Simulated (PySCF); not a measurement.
# Dipole response of I⁺ (iodine, charge +1)

[Kr] 4d10 5s2 5p4, high-spin 3P determinant. All numbers are calculated (PySCF 2.14, a scalar-relativistic core potential, in aug-cc-pVQZ-PP with ECP28MDF (7s7p5d3f2g, 92 functions)). Coupled (time-dependent) response in atomic units; α is the mean over directions.

| method | mean α (bohr³) | α xx, yy, zz | C₆ (like pair) | S(−4) |
| --- | --- | --- | --- | --- |
| UHF | 20.10 | 19.75, 20.82, 19.75 | 171.8 | 73.18 |
| PBE | 20.66 | 20.07, 21.86, 20.07 | 177.1 | 80.96 |
| PBE0 | 20.29 | 19.77, 21.31, 19.77 | 173.3 | 76.23 |
| B3LYP | 20.38 | 19.83, 21.49, 19.83 | 173.8 | 78.21 |
| BP86 | 20.59 | 20.00, 21.78, 20.00 | 176.2 | 80.12 |

S(−4) is the Cauchy moment in α(ω) = α(0) + S(−4) ω² + …

Spin-orbit coupling is absent.

α(iu) at PBE0:

```tsv
u (hartree)	α(iu) (bohr³)
0	20.29
0.0500	20.10
0.100	19.56
0.200	17.69
0.300	15.34
0.500	10.98
0.750	7.304
1.00	5.133
1.50	2.962
2.00	1.972
3.00	1.096
5.00	0.4975
```

A single London oscillator, α(iu) = α/(1 + u²/ω²), gives C₆ = (3/4) ω α². Matching the computed C₆ needs ω = 4 × 173.3 / (3 × 20.29²) = 0.561 hartree.

For an ion, C₆ is the dispersion term alone; charge-induced terms of lower order in 1/R come first.

The components differ because the open shell of this determinant is not spherical; for a pure term their mean is the scalar polarisability.

Energies and moments cover only the electrons outside the core potential.
